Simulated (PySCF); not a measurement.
# Basis and Hamiltonian dependence of the excitation energy of Zn⁺

Zn⁺ [Ar] 3d10 4s1 (2S) → Zn⁺ [Ar] 3d10 4d1 (2D). All values are computed (PySCF 2.14, energy differences of UHF-based or UKS calculations, no spin-orbit coupling). Values in eV.

```json
{"basis": "aug-cc-pVDZ-DK", "Hamiltonian": "spin-free X2C", "functions": "59", "UHF": "11.813", "r2SCAN": "12.618", "PBE0": "12.400", "MP2 (valence)": "12.690", "CCSD(T) (valence)": "12.613"}
{"basis": "aug-cc-pwCVDZ-PP with ECP10MDF", "Hamiltonian": "ECP", "functions": "70", "UHF": "12.736", "r2SCAN": "13.389", "PBE0": "13.124", "MP2 (valence)": "13.566", "CCSD(T) (valence)": "13.463"}
{"basis": "x2c-TZVPPall with one added diffuse shell each of s, p, d, f type", "Hamiltonian": "spin-free X2C", "functions": "80", "UHF": "11.081", "r2SCAN": "12.186", "PBE0": "11.927", "MP2 (valence)": "12.027", "CCSD(T) (valence)": "11.705"}
{"basis": "aug-cc-pwCVTZ-DK", "Hamiltonian": "spin-free X2C", "functions": "127", "UHF": "11.807", "r2SCAN": "12.626", "PBE0": "12.409", "MP2 (valence)": "12.762", "CCSD(T) (valence)": "n/a"}
{"basis": "aug-cc-pVQZ-DK", "Hamiltonian": "spin-free X2C", "functions": "140", "UHF": "11.299", "r2SCAN": "12.265", "PBE0": "12.027", "MP2 (valence)": "12.283", "CCSD(T) (valence)": "n/a"}
```

Frozen in the all-electron rows: valence: [Ar]; with a core potential, the same shells as far as they lie outside it.

At UHF, aug-cc-pwCVDZ-PP with ECP10MDF, x2c-TZVPPall with one added diffuse shell each of s, p, d, f type, aug-cc-pVQZ-DK lie more than 0.3 eV from the median of the rows with comparable relativity.

Reference for a calculation without spin-orbit coupling: 12.019 eV (measured, between term centres; NIST).
